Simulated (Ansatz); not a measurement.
Cost against result

The pair of F⁻ (SMILES [F-], atom 1) and CH₄O (SMILES CO, atoms 2–7), both closed shells, in one local arrangement (a lower one may exist), relaxed at PBE0-D4/def2-TZVPD:

| atom | x (Å) | y (Å) | z (Å) |
| --- | --- | --- | --- |
| F1 | 0.3840 | -0.6113 | -2.2441 |
| C2 | -0.2387 | 0.1859 | 0.6610 |
| O3 | 0.9427 | -0.0438 | -0.0004 |
| H4 | -0.0480 | 0.4570 | 1.7146 |
| H5 | -0.9130 | -0.6946 | 0.6794 |
| H6 | -0.8348 | 1.0137 | 0.2255 |
| H7 | 0.7079 | -0.3068 | -1.0359 |

Interaction energies are counterpoise-corrected; the time is that of the whole pair.

Program: Ansatz 0.2.0. Basis: as named in each row. Cores are frozen in the correlated methods. B3LYP uses VWN-RPA correlation. Extrapolation: Hartree–Fock as exp(−7.88 √X), correlation as X^−2.97.

Times are rough, for one single point on 2 threads of a shared host (Intel Xeon Platinum 8488C).

The estimate by CCSD(T) at an estimated basis limit (MP2 extrapolated from triple and quadruple zeta, plus CCSD(T) − MP2 in triple zeta) is -162.9 kJ/mol.

| method | basis | time (s) | interaction energy (kJ/mol) | method less estimate |
| --- | --- | --- | --- | --- |
| HF | STO-3G | under 1 | -232.8 | -69.9 |
| PBE-D4 | STO-3G | under 1 | -259.8 | -96.9 |
| SPW92 | def2-SVP | under 1 | -231.6 | -68.6 |
| B3LYP-D4 | 6-31G | under 1 | -204.9 | -41.9 |
| PBE-D4 | def2-SVP | under 1 | -203.0 | -40.0 |
| PBE0-D4 | def2-SVP | under 1 | -207.2 | -44.3 |
| CCSD(T) | def2-SVP | 1 | -179.3 | -16.4 |
| PBE-D4 | def2-TZVPPD | 1 | -165.6 | -2.6 |
| revPBE-D4 | def2-TZVPPD | 1 | -159.3 | 3.6 |
| PBE0-D4 | def2-TZVPPD | 2 | -171.7 | -8.8 |
| HSE06-D4 | def2-TZVPPD | 2 | -171.9 | -8.9 |
| BLYP-D4 | def2-TZVPPD | 2 | -156.1 | 6.9 |
| wB97M-V | def2-SVP | 2 | -198.0 | -35.1 |
| r2SCAN-D4 | def2-TZVPPD | 2 | -173.7 | -10.7 |
| B3LYP-D4 | def2-TZVPPD | 2 | -164.0 | -1.0 |
| B97M-V | def2-TZVPPD | 5 | -162.6 | 0.3 |
| B2PLYP | def2-TZVPPD | 6 | -158.4 | 4.5 |
| wB97M-V | def2-TZVPPD | 6 | -162.8 | 0.2 |
| wB97X-V | def2-TZVPPD | 6 | -162.9 | 0.1 |
| MP2 | def2-QZVPPD | 15 | -160.7 | 2.3 |
| CCSD(T) | def2-TZVPPD | 40 | -157.2 | 5.8 |

T1 diagnostic: at most 0.023.
